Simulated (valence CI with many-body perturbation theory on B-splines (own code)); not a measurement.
Energy levels of Ni XVI

Computed by relativistic CI+MBPT: three valence electrons over a frozen Dirac-Fock core [Ne], radial functions for each j: 11 s, 11 p, 9 d, 7 f, 5 g, 2 h, 1 i, with the one-electron correlation potential Σ1, the two-electron term Σ2, the three-electron term Σ3, Breit, model QED; selected CI, second order for the rest (own B-spline code, finite nucleus).

No measured spectrum was set against this ion. As an estimate, levels of excited configurations hold to 0.05 to 0.15 % of their energy, terms of the ground configuration to about 0.5 %.

Levels 46 to 66 of 66, with energies above the lowest level, 3s2 3p 2P°_1/2. "Leading %" is the weight of the configuration and term that name the level; weights of strongly mixed levels are sums over their largest components and can fall short. In the jj column 3d3/2^4 stands for four electrons in 3d with j = 3/2.

```tsv
No.	Configuration	Term	J	E (cm⁻¹)	Leading %	g	Leading jj	Second component
46	3p2 3d	2P	3/2	1125600	71	1.257	3p1/2 3p3/2 3d3/2 (56 %)	21 % 3p2 3d 4D
47	3p2 3d	4F	9/2	1129800	90	1.311	3p1/2 3p3/2 3d5/2 (63 %)	9 % 3p2 3d 2G
48	3p2 3d	4D	1/2	1131000	76	0.158	3p1/2 3p3/2 3d3/2 (96 %)	22 % 3p2 3d 2P
49	3p2 3d	4D	3/2	1141200	72	1.222	3p1/2 3p3/2 3d5/2 (57 %)	22 % 3p2 3d 2P
50	3p2 3d	4D	5/2	1141900	86	1.340	3p1/2 3p3/2 3d5/2 (39 %)	6 % 3p2 3d 4F
51	3p2 3d	4D	7/2	1153600	85	1.392	3p3/2^2 3d5/2 (69 %)	7 % 3p2 3d 2F
52	3p2 3d	2P	1/2	1154200	71	0.536	3p3/2^2 3d5/2 (62 %)	23 % 3p2 3d 4D
53	3p2 3d	2G	7/2	1165300	86	0.899	3p1/2 3p3/2 3d3/2 (43 %)	10 % 3s 3d2 2G
54	3p2 3d	2G	9/2	1172600	80	1.132	3p3/2^2 3d5/2 (59 %)	10 % 3s 3d2 2G
55	3p2 3d	4P	5/2	1181400	49	1.398	3p1/2 3p3/2 3d5/2 (72 %)	41 % 3p2 3d 2D
56	3p2 3d	2D	3/2	1186600	49	1.167	3p1/2 3p3/2 3d3/2 (65 %)	36 % 3p2 3d 4P
57	3p2 3d	4P	1/2	1196000	92	2.567	3p1/2 3p3/2 3d3/2 (52 %)	
58	3p2 3d	4P	5/2	1198700	46	1.389	3p3/2^2 3d5/2 (36 %)	43 % 3p2 3d 2D
59	3p2 3d	4P	3/2	1198800	57	1.354	3p3/2^2 3d3/2 (67 %)	28 % 3p2 3d 2D
60	3p2 3d	2P	1/2	1229900	71	0.778	3p1/2 3p3/2 3d5/2 (63 %)	19 % 3s 3d2 2P
61	3p2 3d	2D	3/2	1231400	60	0.988	3p1/2 3p3/2 3d5/2 (46 %)	16 % 3p2 3d 2P
62	3p2 3d	2P	3/2	1247200	47	1.147	3p3/2^2 3d5/2 (46 %)	21 % 3p2 3d 2D
63	3p2 3d	2S	1/2	1248800	80	1.957	3p3/2^2 3d5/2 (31 %)	9 % 3s 3d2 2S
64	3p2 3d	2F	5/2	1254400	66	0.930	3p1/2 3p3/2 3d5/2 (25 %)	18 % 3p2 3d 2D
65	3p2 3d	2D	5/2	1259400	78	1.149	3p3/2^2 3d5/2 (67 %)	12 % 3p2 3d 2F
66	3p2 3d	2F	7/2	1264500	86	1.140	3p3/2^2 3d3/2 (41 %)	12 % 3s 3d2 2F
```

Names give the largest LS component (configuration and term), which can be under half, so a name can repeat, a term be missing and a line seem to break the LS rules; names also repeat where a configuration has a term twice.
